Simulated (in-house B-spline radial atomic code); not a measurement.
A calculation on the silicon ion Si³⁺ (an excited or competing configuration): its settings, and results tabulated from the run. Method: scalar-relativistic (X2C) PW91, spin-polarised, spherical fractional occupations, Fermi nucleus of rms radius 3.1224 fm. Calculated with a radial B-spline atomic code at the basis-set limit.

Command:
```bash
python run_scf.py task.json out
```
Settings (nuclear radius in fm, mass in u):
```
Z                14
configuration    [Ne] 4p1
hamiltonian      x2c
method           pw91,pw91
spin_polarised   True
nucleus          fermi
rms_radius       3.1224
atomic_mass      27.97693
speed_of_light   137.035999084
```

Output (hartree, bohr):
```
 radial grid: 71 intervals, B-splines of order 8, outer radius 28.1081 bohr

 iter        energy (Eh)    residual
    1        -284.303480    3.76e-01
    2        -286.250177    2.13e-01
    3        -286.809278    5.91e-02
    4        -286.853311    1.52e-02
    5        -286.855532    7.63e-03
    6        -286.856340    1.16e-04
    7        -286.856340    1.29e-05
    8        -286.856340    6.92e-07
    9        -286.856340    2.72e-08

 total energy                      -286.85634
 kinetic                             287.7160
 electron-nucleus                   -667.5345
 Hartree                             112.7505
 exchange-correlation                -19.7884

 orbital      occ     eigenvalue          <r>       <r^2>       <1/r>       <r^4>     <1/r^2>       r_max
 1s up      1.000       -67.3509     0.111103   0.0166374     13.6986  0.00071821     387.311     0.07242
 1s down    1.000       -67.3489       0.1111   0.0166366     13.6988 0.000718141     387.323     0.07242
 2s up      1.000        -6.7736     0.564818    0.380666     2.59843    0.265816     28.9168      0.4535
 2s down    1.000        -6.7702     0.564656    0.380445     2.59902    0.265595     28.9263      0.4535
 2p up      3.000        -5.1666     0.531796    0.355431     2.47924    0.276289     8.70791       0.386
 2p down    3.000        -5.1627     0.531671    0.355279     2.47968    0.276179     8.71014      0.3861
 4p up      1.000        -0.6192      4.18353     19.7526     0.33555     545.414    0.363226        4.14
```

Cost of the run: 0.1 s on 1 thread of Intel(R) Xeon(R) Platinum 8375C CPU @ 2.90GHz, on a shared host.
